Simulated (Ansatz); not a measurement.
```yaml
crystal:
  periodic: [true, true, true]
  atoms:
    - {symbol: C, position_ang: [2.877021, -0.202672, -0.623680]}
    - {symbol: C, position_ang: [1.541135, -0.018694, -0.681792]}
    - {symbol: Si, position_ang: [-0.474845, 0.236233, -0.683851]}
    - {symbol: C, position_ang: [-1.346252, -0.135887, 1.139947]}
    - {symbol: F, position_ang: [-1.164394, -0.832525, -1.924987]}
    - {symbol: F, position_ang: [-0.819514, 1.900658, -1.202538]}
    - {symbol: H, position_ang: [4.059901, -0.362926, -0.582238]}
    - {symbol: H, position_ang: [-2.556710, 0.032227, 1.080657]}
    - {symbol: H, position_ang: [-1.131402, -1.288241, 1.489543]}
    - {symbol: H, position_ang: [-0.891756, 0.614595, 1.992301]}
basis:
  gaussian: {orbitals: def2-mTZVPP, fitting: {mean_field: cc-pVTZ-jkfit}}
hamiltonian: {xc: {name: revPBE}, dispersion: d3bjatm}
output: {forces: true}
```

```sh
$ ansatz run in.yaml --threads 4 --pin off --events-out ev --progress --plain --max-ram 10444MiB
```

Q: How does Ansatz answer? (Estimate.)

A: Computed: The input was rejected before any iteration.
```
Error: YAML parse error: error: line 2 column 3: crystal: missing field `lattice` (a structure is typed as `lattice` and `atoms`, a molecule's as `atoms` in Å alone, or read from a run's directory, `checkpoint`)
 --> <input>:2:3
1 | crystal:
2 |   periodic: [true, true, true]
3 |   atoms:
4 |     - {symbol: C, position_ang: [2.877021, -0.202672, -0.623680]}
```
